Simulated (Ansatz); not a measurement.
C₃H₃F₅, SMILES `FC(F)C(F)C(F)F`, one more setting.

```yaml
crystal:
  periodic: [false, false, false]
  atoms:
    - {symbol: F, position_ang: [-2.389933, -0.199795, -0.032263]}
    - {symbol: C, position_ang: [-1.134928, -0.433451, 0.397711]}
    - {symbol: F, position_ang: [-0.859990, -1.746887, 0.197450]}
    - {symbol: C, position_ang: [-0.159546, 0.394824, -0.419379]}
    - {symbol: F, position_ang: [-0.400133, 1.714656, -0.162338]}
    - {symbol: C, position_ang: [1.281966, 0.062615, -0.081070]}
    - {symbol: F, position_ang: [1.517144, 0.307213, 1.229503]}
    - {symbol: F, position_ang: [2.105528, 0.847263, -0.805119]}
    - {symbol: H, position_ang: [-1.081177, -0.215147, 1.467817]}
    - {symbol: H, position_ang: [-0.329689, 0.197502, -1.483363]}
    - {symbol: H, position_ang: [1.515959, -0.985795, -0.288350]}
basis:
  gaussian: {orbitals: STO-3G, nuclear_model: gaussian}
hamiltonian: {xc: {name: B97M-V}}
accuracy: high
output: {forces: true}
```

```sh
$ ansatz run in.yaml --threads 4 --pin off --events-out ev --progress --plain --max-ram 11315MiB
```

Output, abridged:

```
Functional definition: B97M-V
  name "B97M-V"
  cite "Mardirossian & Head-Gordon, J. Chem. Phys. 142, 074111 (2015) doi:10.1063/1.4907719"
  cite "Becke, J. Chem. Phys. 107, 8554 (1997) doi:10.1063/1.475007"
  cite "Vydrov & Van Voorhis, J. Chem. Phys. 133, 244103 (2010) doi:10.1063/1.3521275"
  # Of w^i u^j: cxij and so on, Table III.
  parameter cx00 = 1.000
  parameter cx01 = 1.308
  parameter cx02 = 1.901
  parameter cx10 = 0.416
  parameter cx11 = 3.070
  parameter css00 = 1.000
  parameter css02 = -1.855
  parameter css10 = -5.668
  parameter css32 = -20.497
  parameter css42 = -20.364
  parameter cos00 = 1.000
  parameter cos01 = 1.573
  parameter cos03 = -6.298
  parameter cos10 = 2.535
  parameter cos32 = -6.427
  parameter b = 6.0
  parameter c = 0.01
  gx(w, u) = cx00 + cx01*u + cx02*u^2 + (cx10 + cx11*u)*w
  gss(w, u) = css00 + css02*u^2 + css10*w + (css32*w^3 + css42*w^4)*u^2
  gos(w, u) = cos00 + cos01*u + cos03*u^3 + cos10*w + cos32*w^3*u^2
  exchange = spin_sum(e_x_unif_s*gx(b97_w, b97_u_x))
  correlation = spin_sum(e_c_pw_mod_same_spin*gss(b97_w, b97_u_same))
      + integral(e_c_pw_mod_opposite_spin*gos(b97_w_opposite, b97_u_opposite)) + vv10(b, c)
979 factors; integrals over basis functions are off by at most 2.9e-8 eV
mean field evaluation 1: about -16505.8086 eV, gradient 2.9e1 eV
mean field evaluation 2: about -16504.0828 eV, gradient 4.0e1 eV
mean field evaluation 4: about -16508.2870 eV, gradient 8.1e-1 eV
mean field evaluation 8: about -16508.1597 eV, gradient 7.3e-3 eV
mean field evaluation 16: about -16508.1597 eV, gradient 1.1e-6 eV
mean field -16508.15965028 eV, -606.6636775152 hartree, gradient 4.7e-8 eV, S^2 0.000000; 0 other end points of the search recorded, 0 dependent functions left out
the calculation of the forces begins
reference -16508.15965287 eV, -606.6636776104 hartree; 33, 33 occupied and 10, 10 virtual orbitals, 979 factors
Total energy: -16508.15965287 eV, -606.6636776104 hartree
Atom 0 at    -2.389933    -0.199795    -0.032263 Å, force    -2.853664     0.687674    -0.910582 eV/Å
Atom 1 at    -1.134928    -0.433451     0.397711 Å, force    -0.070368    -0.693386     0.790779 eV/Å
Atom 2 at    -0.859990    -1.746887     0.197450 Å, force     0.599101    -2.755590    -0.264131 eV/Å
Atom 3 at    -0.159546     0.394824    -0.419379 Å, force    -0.510844     0.742813    -1.328215 eV/Å
Atom 4 at    -0.400133     1.714656    -0.162338 Å, force    -0.258098     2.334330     0.405493 eV/Å
Atom 5 at     1.281966     0.062615    -0.081070 Å, force     0.656570    -1.088596     0.042884 eV/Å
Atom 6 at     1.517144     0.307213     1.229503 Å, force     0.344563     0.478488     2.785010 eV/Å
Atom 7 at     2.105528     0.847263    -0.805119 Å, force     1.814255     1.762005    -1.749926 eV/Å
Atom 8 at    -1.081177    -0.215147     1.467817 Å, force     0.439546     0.622988     1.461580 eV/Å
Atom 9 at    -0.329689     0.197502    -1.483363 Å, force    -0.124498    -0.462085    -0.805454 eV/Å
Atom 10 at     1.515959    -0.985795    -0.288350 Å, force    -0.036561    -1.628641    -0.427439 eV/Å
Dipole moment:     0.010083    -0.142748    -0.040124 e Å
```

It took 9 s on 4 threads of an AMD EPYC 9R45 on a shared host, with 0.61 GiB of host memory at the peak.
